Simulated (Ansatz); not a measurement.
GeH2(OiPr)2 (C6H16GeO2). The state is a triplet with charge 0. Geometry PBE-D4/def2-SVP, that of the neutral singlet; atoms count from 1.

```
atom    x (Å)    y (Å)    z (Å)
 Ge1  -0.5769  -0.6821   1.4819
  H2  -0.4858  -2.2050   1.7477
  H3  -1.1883   0.2219   2.5805
  O4  -1.6161  -0.3631   0.0519
  C5  -1.5191  -1.2022  -1.1105
  C6  -1.0969  -0.3457  -2.3024
  C7  -2.8679  -1.8863  -1.3252
  H8  -0.7425  -1.9921  -0.9542
  H9  -1.8283   0.4736  -2.4584
 H10  -1.0408  -0.9491  -3.2311
 H11  -0.1026   0.1075  -2.1218
 H12  -3.1318  -2.5147  -0.4514
 H13  -3.6631  -1.1231  -1.4508
 H14  -2.8537  -2.5313  -2.2271
 O15   1.1264  -0.2081   1.1632
 C16   1.4963   1.1803   1.1410
 C17   2.1181   1.4997  -0.2167
 C18   2.4524   1.4459   2.3027
 H19   0.5914   1.8246   1.2723
 H20   2.9959   0.8454  -0.3949
 H21   2.4506   2.5563  -0.2674
 H22   1.3867   1.3263  -1.0301
 H23   1.9628   1.2238   3.2718
 H24   3.3458   0.7945   2.2131
 H25   2.7874   2.5029   2.3159
```

At PBE0-D4/def2-TZVP a singlet of charge 0 lies 6.51 eV below the triplet at the same geometry.

Problem. Estimate the Mulliken populations from the PBE0/def2-TZVP orbitals of Ansatz.

Solution. 
```json
{"atom": "Ge1", "charge (e)": "-0.27", "spin (α − β)": "0.94"}
{"atom": "H2", "charge (e)": "0.02", "spin (α − β)": "-0.01"}
{"atom": "H3", "charge (e)": "0.02", "spin (α − β)": "-0.01"}
{"atom": "O4", "charge (e)": "-0.12", "spin (α − β)": "0.41"}
{"atom": "C5", "charge (e)": "0.21", "spin (α − β)": "-0.11"}
{"atom": "C6", "charge (e)": "-0.36", "spin (α − β)": "0.03"}
{"atom": "C7", "charge (e)": "-0.35", "spin (α − β)": "0.04"}
{"atom": "H8", "charge (e)": "0.00", "spin (α − β)": "0.12"}
{"atom": "H9", "charge (e)": "0.12", "spin (α − β)": "0.00"}
{"atom": "H10", "charge (e)": "0.11", "spin (α − β)": "0.02"}
{"atom": "H11", "charge (e)": "0.12", "spin (α − β)": "0.01"}
{"atom": "H12", "charge (e)": "0.14", "spin (α − β)": "0.00"}
{"atom": "H13", "charge (e)": "0.13", "spin (α − β)": "0.00"}
{"atom": "H14", "charge (e)": "0.12", "spin (α − β)": "0.02"}
{"atom": "O15", "charge (e)": "-0.12", "spin (α − β)": "0.41"}
{"atom": "C16", "charge (e)": "0.21", "spin (α − β)": "-0.11"}
{"atom": "C17", "charge (e)": "-0.36", "spin (α − β)": "0.02"}
{"atom": "C18", "charge (e)": "-0.35", "spin (α − β)": "0.04"}
{"atom": "H19", "charge (e)": "0.00", "spin (α − β)": "0.12"}
{"atom": "H20", "charge (e)": "0.12", "spin (α − β)": "0.00"}
{"atom": "H21", "charge (e)": "0.11", "spin (α − β)": "0.01"}
{"atom": "H22", "charge (e)": "0.12", "spin (α − β)": "0.01"}
{"atom": "H23", "charge (e)": "0.14", "spin (α − β)": "0.00"}
{"atom": "H24", "charge (e)": "0.13", "spin (α − β)": "0.00"}
{"atom": "H25", "charge (e)": "0.12", "spin (α − β)": "0.02"}
```
Mulliken values depend strongly on the basis.

Problem. Where does the spin sit?

Solution. Summed by element: Ge 0.94, H 0.31, O 0.82, C -0.08, of 2 unpaired in all. Largest on single atoms: Ge1 0.94, O15 0.41, O4 0.41.

Problem. And the Mayer bond orders between heavy atoms (over 0.3)?

Solution. Ge1–O4 0.49 (1.80 Å); Ge1–O15 0.49 (1.80 Å); O4–C5 0.98 (1.44 Å); C5–C6 0.99 (1.53 Å); C5–C7 0.97 (1.53 Å); O15–C16 0.98 (1.44 Å); C16–C17 0.99 (1.53 Å); C16–C18 0.97 (1.53 Å).
